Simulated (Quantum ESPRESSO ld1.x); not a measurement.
Species: Pb IV. Configuration: [Xe] 4f14 5d10 7s1 (not the ground configuration). Calculated with ld1.x of Quantum ESPRESSO 7.5: scalar-relativistic Kohn-Sham, PBE, spin-unpolarised, spherical densities, point nucleus.

X-ray form factor f0, the Fourier transform of the density (f0(0) = 79):

sin(theta)/lambda (1/angstrom)  f0 (electrons)
0.05                                    78.061
0.1                                     75.755
0.15                                    72.824
0.2                                     69.499
0.25                                    65.843
0.3                                     62.050
0.4                                     54.895
0.5                                     48.879
0.6                                     43.948
0.8                                     36.263
1                                       30.227
1.25                                    24.265
1.5                                     19.983
2                                       15.241
